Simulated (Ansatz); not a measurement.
A nudged elastic band was laid between two geometries of C$_{2}$H$_{6}$BFSi (11 atoms, charge 0, multiplicity 1).

The calculation used Ansatz 0.2.0, RKS r2SCANh/cc-pVDZ.

| Item | Value |
| --- | --- |
| movable images | 5 |
| climbing image | yes |
| spring | 5.0 eV/Å² |
| optimiser | lbfgs |
| start path | through a guess of the saddle point |
| force threshold | 0.05 eV/Å |
| iteration limit | 60 |
| end points | relaxed |
| largest step | 0.02 Å |

Initial state:

```xyz
11
Properties=species:S:1:pos:R:3
B -0.864 1.440 -0.124
C 0.019 0.172 -0.254
C 0.683 -0.039 -1.416
Si 0.202 -1.043 1.155
F -1.268 -1.730 1.460
H -0.991 2.167 -1.080
H -1.417 1.720 0.911
H 1.334 -0.906 -1.584
H 0.599 0.667 -2.251
H 1.146 -2.142 0.791
H 0.620 -0.361 2.413
```

Final state:

```xyz
11
Properties=species:S:1:pos:R:3
B -0.866 1.439 -0.125
C 0.020 0.172 -0.253
C 0.686 -0.037 -1.414
Si 0.202 -1.044 1.155
F -1.270 -1.724 1.464
H -1.426 1.717 0.906
H -0.988 2.167 -1.081
H 1.338 -0.903 -1.582
H 0.601 0.669 -2.249
H 1.141 -2.147 0.788
H 0.627 -0.365 2.413
```

Problem. Which bonds break or form, and what moves?

Solution. No bond is made or broken. The dihedral H6–B1–C2–Si4 goes from -177 to 3°. The two ends are copies of one structure, up to a mirror image or an exchange of like atoms.

Problem. What energy profile does the band end with?

Solution. The forces met the threshold. The highest image is number 3 of 0 to 6, 0.182 eV above the ends, which have the same energy within 2 meV. The order of the stationary point at the top wasn't checked.

```
image  path coordinate (Å)  energy (eV)  dihedral H6–B1–C2–Si4 (°)
    0                 0.00        0.000                       -177
    1                 0.81        0.037                       -152
    2                 1.63        0.133                       -121
    3                 2.44        0.182                        -88
    4                 3.24        0.131                        -56
    5                 4.04        0.036                        -25
    6                 4.85        0.000                          3
```

Problem. What is the geometry of the highest image?

Solution. 
```xyz
11
Properties=species:S:1:pos:R:3
B -0.754 1.519 -0.044
C 0.040 0.225 -0.301
C 0.693 -0.089 -1.436
Si 0.110 -1.031 1.098
F -1.165 -2.071 0.974
H -1.936 1.580 -0.277
H -0.207 2.477 0.447
H 1.257 -1.020 -1.559
H 0.687 0.576 -2.307
H 1.355 -1.845 0.995
H -0.015 -0.377 2.433
```

Time of the run: 5.3 min on 2 threads of Intel(R) Xeon(R) 6975P-C (Granite Rapids), on a shared host, peak memory 0.28 GiB.
